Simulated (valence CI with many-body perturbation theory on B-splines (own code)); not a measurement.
## Tb⁵²⁺: calculated level list

Computed by configuration interaction combined with many-body perturbation theory (CI+MBPT): three valence electrons over a frozen Dirac-Fock core [Ne], radial functions for each j: 11 s, 11 p, 9 d, 7 f, 5 g, 2 h, 1 i, with the one-electron correlation potential Σ1, the two-electron term Σ2, the three-electron term Σ3, Breit, model QED; selected CI, second order for the rest (own B-spline code, finite nucleus).

No measured spectrum was set against this ion. As an estimate, large intervals hold to a few tenths of a per cent, small ones and those within an open d or f shell to about a per cent.

Levels 1 to 45 of 68, with energies above the lowest level, (3s^2 3p1/2) J=1/2. "Leading %" is the weight of the configuration and term that name the level; weights of strongly mixed levels are sums over their largest components and can fall short. In the jj column 3d3/2^4 stands for four electrons in 3d with j = 3/2.

```csv
No.,Configuration,Term,J,E (Ry),Leading %,Second component,Leading jj
1,3s2.3p,2P°,1/2,0.000,99,,3s^2 3p1/2 (99 %)
2,3s.3p2,4P,1/2,9.995,57,29 % 3s.3p2 2S,3s 3p1/2^2 (98 %)
3,3s2.3p,2P°,3/2,14.463,99,,3s^2 3p3/2 (99 %)
4,3s.3p2,4P,3/2,22.652,90,7 % 3s.3p2 2D,3s 3p1/2 3p3/2 (99 %)
5,3s.3p2,2D,5/2,23.752,58,40 % 3s.3p2 4P,3s 3p1/2 3p3/2 (97 %)
6,3s.3p2,2D,3/2,25.136,55,27 % 3s.3p2 2P,3s 3p1/2 3p3/2 (83 %)
7,3s.3p2,2P,1/2,25.763,70,27 % 3s.3p2 4P,3s 3p1/2 3p3/2 (97 %)
8,3s2.3d,2D,3/2,28.973,83,9 % 3s.3p2 2D,3s^2 3d3/2 (83 %)
9,3s2.3d,2D,5/2,31.720,94,5 % 3s.3p2 4P,3s^2 3d5/2 (94 %)
10,3p3,2P°,3/2,35.073,34,22 % 3p3 2D°,3p1/2^2 3p3/2 (72 %)
11,3s.3p.3d,4F°,3/2,36.080,70,13 % 3s.3p.3d 2D°,3s 3p1/2 3d3/2 (83 %)
12,3s.3p.3d,4F°,5/2,36.884,47,26 % 3s.3p.3d 2F°,3s 3p1/2 3d3/2 (96 %)
13,3s.3p2,4P,5/2,38.013,55,42 % 3s.3p2 2D,3s 3p3/2^2 (96 %)
14,3s.3p.3d,4D°,1/2,38.511,61,32 % 3s.3p.3d 2P°,3s 3p1/2 3d3/2 (98 %)
15,3s.3p.3d,4D°,3/2,38.793,38,22 % 3s.3p.3d 4P°,3s 3p1/2 3d3/2 (85 %)
16,3s.3p.3d,4P°,5/2,40.226,38,30 % 3s.3p.3d 4D°,3s 3p1/2 3d5/2 (99 %)
17,3s.3p2,2S,1/2,40.255,69,16 % 3s.3p2 4P,3s 3p3/2^2 (98 %)
18,3s.3p2,2P,3/2,40.681,63,29 % 3s.3p2 2D,3s 3p3/2^2 (98 %)
19,3s.3p.3d,4F°,7/2,41.005,47,29 % 3s.3p.3d 2F°,3s 3p1/2 3d5/2 (97 %)
20,3s.3p.3d,2F°,5/2,41.686,51,19 % 3s.3p.3d 2D°,3s 3p1/2 3d5/2 (96 %)
21,3s.3p.3d,2D°,3/2,42.026,38,33 % 3s.3p.3d 2P°,3s 3p1/2 3d5/2 (82 %)
22,3p2.3d,2D,3/2,48.256,39,36 % 3p2.3d 4F,3p1/2^2 3d3/2 (99 %)
23,3p3,2D°,5/2,49.163,72,11 % 3s.3p.3d 2D°,3p1/2 3p3/2^2 (72 %)
24,3p3,4S°,3/2,49.453,46,44 % 3p3 2D°,3p1/2 3p3/2^2 (91 %)
25,3p3,2P°,1/2,50.418,83,14 % 3s.3p.3d 2P°,3p1/2 3p3/2^2 (83 %)
26,3s.3p.3d,4D°,3/2,51.431,42,37 % 3s.3p.3d 4P°,3s 3p3/2 3d3/2 (98 %)
27,3s.3p.3d,4P°,1/2,51.527,84,14 % 3s.3p.3d 4D°,3s 3p3/2 3d3/2 (97 %)
28,3s.3p.3d,4D°,5/2,51.573,46,20 % 3s.3p.3d 4F°,3s 3p3/2 3d3/2 (82 %)
29,3s.3p.3d,4F°,7/2,51.811,40,30 % 3s.3p.3d 4D°,3s 3p3/2 3d3/2 (88 %)
30,3p2.3d,2D,5/2,52.375,30,22 % 3p2.3d 4D,3p1/2^2 3d5/2 (97 %)
31,3s.3p.3d,2D°,3/2,53.422,63,23 % 3s.3p.3d 4P°,3s 3p3/2 3d3/2 (78 %)
32,3s.3p.3d,4F°,9/2,53.442,100,,3s 3p3/2 3d5/2 (100 %)
33,3s.3p.3d,2F°,5/2,54.440,67,8 % 3s.3p.3d 2D°,3s 3p3/2 3d3/2 (89 %)
34,3s.3p.3d,2P°,1/2,54.719,68,20 % 3s.3p.3d 4D°,3s 3p3/2 3d3/2 (85 %)
35,3s.3p.3d,2D°,5/2,54.913,49,34 % 3s.3p.3d 4P°,3s 3p3/2 3d5/2 (92 %)
36,3s.3p.3d,2F°,7/2,55.552,69,27 % 3s.3p.3d 4D°,3s 3p3/2 3d5/2 (89 %)
37,3s.3p.3d,2P°,3/2,55.673,44,35 % 3s.3p.3d 2D°,3s 3p3/2 3d5/2 (76 %)
38,3s.3p.3d,2F°,7/2,56.679,72,20 % 3s.3p.3d 4D°,3s 3p3/2 3d5/2 (98 %)
39,3s.3p.3d,2P°,1/2,57.340,84,8 % 3p3 2P°,3s 3p3/2 3d5/2 (88 %)
40,3s.3p.3d,2P°,3/2,57.953,78,7 % 3s.3p.3d 2D°,3s 3p3/2 3d5/2 (98 %)
41,3s.3p.3d,2D°,5/2,58.117,64,26 % 3s.3p.3d 2F°,3s 3p3/2 3d5/2 (92 %)
42,3p2.3d,2F,5/2,61.110,51,35 % 3p2.3d 4F,3p1/2 3p3/2 3d3/2 (91 %)
43,3p2.3d,4F,3/2,61.600,40,24 % 3p2.3d 4D,3p1/2 3p3/2 3d3/2 (98 %)
44,3p2.3d,4D,1/2,61.773,81,15 % 3p2.3d 2P,3p1/2 3p3/2 3d3/2 (99 %)
45,3p2.3d,2G,7/2,61.980,47,27 % 3p2.3d 2F,3p1/2 3p3/2 3d3/2 (93 %)
```

The ionisation energy to 3s2 1S_0 of the next ion comes out as 4878.8 eV (NIST: 4877 ± 4 eV (theoretical)). All 68 levels together are meant to be complete up to 71.438 Ry.
